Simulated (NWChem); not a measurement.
# ScCl$_{2}$F; SMILES [F][Sc]([Cl])[Cl]

```xyz
4

Sc     0.3121    -0.0027     0.0000
F      2.1100     0.0034     0.0000
Cl    -0.7720     0.0017    -2.0021
Cl    -0.7720     0.0017     2.0021
```
Atoms are numbered in this order, from 1.

All runs: NWChem. All runs use the structure optimised with PBE0/def2-SVP. Vzz is the largest principal value of the second derivative of the potential at the nucleus (NWChem prints the opposite sign); η is the asymmetry. Non-relativistic.

For level PBE/cc-pVTZ:

| Property | Result |
|---|---|
| Vzz Sc1 (a.u.) | 1.386 |
| Vzz Cl4 (a.u.) | -0.380 |
| η Cl4 | 0.30 |

Question: What are these values for level PBE/def2-TZVP?

Answer: 
| Item | Value |
|---|---|
| Vzz Sc1 (a.u.) | 1.307 |
| Vzz Cl4 (a.u.) | -0.390 |
| η Cl4 | 0.18 |
